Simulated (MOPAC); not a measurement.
Input for MOPAC: PM3 on BrFH2Sn (SMILES [F][SnH2][Br]), a point of a bond scan (R = 3.399 Å).

```
PM3 1SCF PRECISE CHARGE=0 THREADS=1
BrFH2Sn

Sn    -0.82087301 1    -0.25418523 1     0.04124020 1
F     -1.53349458 1     1.43640576 1    -0.55475012 1
Br     1.64216243 1     0.04607296 1     0.07036013 1
H     -1.66411099 1    -2.50019545 1    -2.36662498 1
H     -1.38809149 1    -0.45375329 1     1.63082898 1
```

Output:

```
*******************************************************************************
 **                                                                           **
 **                              MOPAC v23.2.5                                **
 **                                                                           **
 *******************************************************************************
 ** MOPAC's Digital Object Identifier: https://doi.org/10.5281/zenodo.6511958 **
 **                                                                           **
 ** Please cite the open-source release paper for use of this MOPAC version:  **
 ** J. E. Moussa and J. J. P. Stewart (2026)                                  **
 ** MOPAC: An open-source semiempirical molecular orbital program             **
 ** J. Open Source Softw., 11(119), 8025, https://doi.org/10.21105/joss.08025 **
 *******************************************************************************

                              PM3 CALCULATION RESULTS

 *******************************************************************************
 *  PM3        - The PM3 Hamiltonian to be used
 *
 *
 *
 *                 CHARGE ON SYSTEM = 0
 *
 *
 *
 *  PRECISE    - TIGHTER CRITERIA TO BE USED
 *  1SCF       - DO 1 SCF AND THEN STOP
 *  THREADS=1  - MULTI-THREADING NOT USED
 *  T=         - A TIME OF 172800.0 SECONDS REQUESTED
 *  DUMP=N     - RESTART FILE WRITTEN EVERY 7200.0 SECONDS REQUESTED
 *******************************************************************************
PM3 1SCF PRECISE CHARGE=0 THREADS=1
 BrFH2Sn

   ATOM   CHEMICAL          X               Y               Z
  NUMBER   SYMBOL      (ANGSTROMS)     (ANGSTROMS)     (ANGSTROMS)

     1      Sn         -0.82087301  *  -0.25418523  *   0.04124020  *
     2       F         -1.53349458  *   1.43640576  *  -0.55475012  *
     3      Br          1.64216243  *   0.04607296  *   0.07036013  *
     4       H         -1.66411099  *  -2.50019545  *  -2.36662498  *
     5       H         -1.38809149  *  -0.45375329  *   1.63082898  *



          CARTESIAN COORDINATES

    NO.       ATOM           X           Y           Z

     1        Sn         -0.8209     -0.2542      0.0412
     2         F         -1.5335      1.4364     -0.5548
     3        Br          1.6422      0.0461      0.0704
     4         H         -1.6641     -2.5002     -2.3666
     5         H         -1.3881     -0.4538      1.6308

  H: (PM3): J. J. P. STEWART, J. COMP. CHEM. 10, 209 (1989).
  F: (PM3): J. J. P. STEWART, J. COMP. CHEM. 10, 209 (1989).
 Br: (PM3): J. J. P. STEWART, J. COMP. CHEM. 10, 209 (1989).
 Sn: (PM3): J. J. P. STEWART, J. COMP. CHEM. 12, 320-341 (1991).

           Empirical Formula: H2 Sn F Br  =     5 atoms



      MOLECULAR POINT GROUP   :   C1


      RHF CALCULATION, NO. OF DOUBLY OCCUPIED LEVELS = 10


 -------------------------------------------------------------------------------
 PM3 1SCF PRECISE CHARGE=0 THREADS=1
 BrFH2Sn



     1SCF WAS SPECIFIED, SO BFGS WAS NOT USED
     SCF FIELD WAS ACHIEVED


                              PM3 CALCULATION
                                                       MOPAC v23.2.5 Linux




          FINAL HEAT OF FORMATION =         51.49146 KCAL/MOL =     215.44028 KJ/MOL


          COSMO AREA              =        127.98 SQUARE ANGSTROMS
          COSMO VOLUME            =        113.67 CUBIC ANGSTROMS

          IONIZATION POTENTIAL    =          9.771089 EV
          HOMO LUMO ENERGIES (EV) =         -9.771 -4.316
          NO. OF FILLED LEVELS    =         10
          MOLECULAR WEIGHT        =        219.6082         POINT GROUP:  C1

          MOLECULAR DIMENSIONS (Angstroms)

            Atom       Atom       Distance
            H     4   Br     3     4.83258
           Br     3    H     5     3.07668
            F     2   Br     3     2.53672


          SCF CALCULATIONS        =          1





   ATOM   CHEMICAL          X               Y               Z
  NUMBER   SYMBOL      (ANGSTROMS)     (ANGSTROMS)     (ANGSTROMS)

     1      Sn         -0.82087301  *  -0.25418523  *   0.04124020  *
     2       F         -1.53349458  *   1.43640576  *  -0.55475012  *
     3      Br          1.64216243  *   0.04607296  *   0.07036013  *
     4       H         -1.66411099  *  -2.50019545  *  -2.36662498  *
     5       H         -1.38809149  *  -0.45375329  *   1.63082898  *

                             CARTESIAN COORDINATES

   1   Sn       -0.820873010    -0.254185230     0.041240200
   2    F       -1.533494580     1.436405760    -0.554750120
   3   Br        1.642162430     0.046072960     0.070360130
   4    H       -1.664110990    -2.500195450    -2.366624980
   5    H       -1.388091490    -0.453753290     1.630828980


           Empirical Formula: H2 Sn F Br  =     5 atoms



      MOLECULAR POINT GROUP   :   C1


                  EIGENVALUES
 -20.48239 -18.62982 -17.00304 -16.08851 -15.87882 -14.39621 -12.96277 -12.20812
 -12.00570  -9.77109  -4.31559  -1.70906  -0.14311   0.15163


              NET ATOMIC CHARGES AND DIPOLE CONTRIBUTIONS

  ATOM NO.   TYPE          CHARGE      No. of ELECS.   s-Pop       p-Pop
    1         Sn           0.725085        3.2749     1.27373     2.00118
    2          F          -0.347257        7.3473     1.65354     5.69372
    3         Br          -0.407787        7.4078     1.85970     5.54809
    4          H           0.133703        0.8663     0.86630
    5          H          -0.103745        1.1037     1.10374
 DIPOLE           X         Y         Z       TOTAL
 POINT-CHG.    -3.895    -4.751    -1.401     6.301
 HYBRID         0.261     1.157     0.638     1.347
 SUM           -3.634    -3.594    -0.763     5.168


          ATOMIC ORBITAL ELECTRON POPULATIONS

     Atom    s        px        py        pz
    1 Sn   1.27373   0.55157   0.66000   0.78961
    2  F   1.65354   1.92508   1.81282   1.95581
    3 Br   1.85970   1.58696   1.97690   1.98423
    4  H   0.86630
    5  H   1.10374

 **********************
 *                    *
 * JOB ENDED NORMALLY *
 *                    *
 **********************




 == MOPAC DONE ==
```

The run finished.

Cost: about 0.020 core-seconds (a rough figure).
